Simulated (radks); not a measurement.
The numbers below are computed, except where a source is named.
All-electron atom: Os57+ in [Ne] 3s2 3p5 3d1 4s1 (not the ground configuration).

Level of theory: Dirac Kohn-Sham, exchange-only PBE, spin-unpolarised, spherical densities, finite nucleus; open shells fill j = l - 1/2 first; Fermi nuclear charge, rms radius 5.4126 fm (a radial shooting solver on a logarithmic mesh with Libxc functionals).

Energy parts (Ry):
| part | energy |
|---|---|
| total | -27754.2638 |
| kinetic | 32305.4497 |
| electron-nucleus | -62918.3172 |
| Hartree | 3232.5497 |
| exchange | -373.9460 |

Orbitals (lengths in bohr, moments of r in powers of bohr):
| orbital | occ. | eigenvalue (Ry) | <r> | <1/r> |
|---|---|---|---|---|
| 1s1/2 | 2 | -5730.817 | 0.01774 | 90.42 |
| 2s1/2 | 2 | -1245.526 | 0.07364 | 22.29 |
| 2p1/2 | 2 | -1208.595 | 0.06077 | 22.21 |
| 2p3/2 | 4 | -1094.224 | 0.06874 | 18.47 |
| 3s1/2 | 2 | -482.1406 | 0.1812 | 8.796 |
| 3p1/2 | 2 | -467.9227 | 0.1703 | 8.716 |
| 3p3/2 | 3 | -438.5942 | 0.1826 | 7.714 |
| 3d3/2 | 1 | -418.5704 | 0.1566 | 7.583 |
| 3d5/2 | 0 | -411.7683 | 0.1604 | 7.349 |
| 4s1/2 | 1 | -251.1335 | 0.3436 | 4.543 |
| 4p1/2 | 0 | -244.9340 | 0.3355 | 4.499 |
| 4p3/2 | 0 | -233.8000 | 0.3523 | 4.116 |
| 4d3/2 | 0 | -225.3070 | 0.3306 | 4.046 |
| 4d5/2 | 0 | -222.6581 | 0.3354 | 3.954 |
| 4f5/2 | 0 | -215.0319 | 0.2937 | 3.861 |
| 4f7/2 | 0 | -214.0101 | 0.2961 | 3.824 |
| 5s1/2 | 0 | -153.8465 | 0.5578 | 2.775 |

The highest occupied level is 4s1/2 at -3416.8 eV. The configuration is held as typed, so some empty levels lie below it. The density falls to 0.001 e/bohr^3 at r = 0.78 bohr.
